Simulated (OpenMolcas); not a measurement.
An atom or ion with 48 electrons was computed by MS-CASPT2, IPEA 0.25 Eh, imaginary shift 0.1 Eh with spin-orbit coupling (OpenMolcas, ANO-RCC-VQZP, DKH2). The lowest levels that the run gave, each within 12 % of the measured value where one is at hand:

```csv
J,Parity,E (cm-1),g
0,even,0.0,
0,odd,53950,
1,odd,55330,1.498
2,odd,58550,1.501
1,odd,78910,1.003
0,even,128050,
1,even,130260,1.501
2,even,131230,1.265
2,even,135390,1.236
0,even,151870,
```

Problem. Which ion is it, and what are the configurations and terms?

Solution. Sn III (Z = 50, charge +2; active space 2 electrons in 4 orbitals (5s 5p)). J, parity and g give the terms where levels are pure, and mixed ones are named by the computed weights; the size of the splittings, set against known spectra of the 48-electron sequence, gives the charge. In order, with the measured energies in cm-1 (Moore, Atomic Energy Levels, vol. III, NSRDS-NBS 35 (1971 reprint of NBS Circular 467, 1958)): 5s2 1S0, 5s 5p 3P* 0 (53548), 5s 5p 3P* 1 (55196), 5s 5p 3P* 2 (59229), 5s 5p 1P* 1 (79911), 5p2 3P0 (127308), 5p2 3P1 (130120), 5p2 3P2 [53 %], 5p2 1D2 [53 %], 5p2 1S0.

CASPT2 breaks the degeneracy within a term, and the mean is taken; among the terms shown or strongly mixed into the levels shown the widest spread is 16 cm-1 (5p2 1D). Over all roots computed the reference weight is 0.89 to 0.94; the roots of lowest weight are the least certain, and an intruder state may touch them. The ¹D term of p² mixes with s d, which this space lacks. Computed and measured levels are paired by configuration, term and J; levels that our copy of the source lacks, or whose pairing is in doubt (as where it misses far off the trend of its configuration), stay unpaired and out of the deviations. Levels of configurations outside the active space are missing.

A share in square brackets marks a mixed level and gives the weight of the term that names it. * marks odd parity.
